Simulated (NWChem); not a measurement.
# Correlation energy of FGe

```
Ge
F 1 1.7654
```
Charge 0, spin multiplicity 2.

Program: NWChem. Structure: optimised with UB3LYP/def2-SVP, a minimum by its harmonic frequencies.

Basis set: def2-TZVP. Each correlation energy counts from its own Hartree-Fock reference.

The Hamiltonian is non-relativistic. The correlated methods keep 10 core orbitals frozen. This spin state was chosen for the runs; another may lie lower. The structure started from a generated list of species. The unpaired electrons of the parent sit in orbitals of symmetry b1 (C2v labels of the run); other states weren't searched. No SCF solution was tested for a lower state. Open-shell Hartree-Fock references start from PBE0 orbitals. Coupled-cluster values serve here as a point of comparison, not as the truth.

Q: Order these methods by the correlation energy they give, lowest first: CCSD on ROHF, UMP2, SCS-UMP2, CCSD[T] on UHF, CCSD(T) on UHF, CCSD on UHF.

A: CCSD[T] on UHF (-474.4 mHa), CCSD(T) on UHF (-472.4 mHa), CCSD on ROHF (-461.1 mHa), CCSD on UHF (-456.9 mHa), UMP2 (-454.4 mHa), SCS-UMP2 (-433.0 mHa)
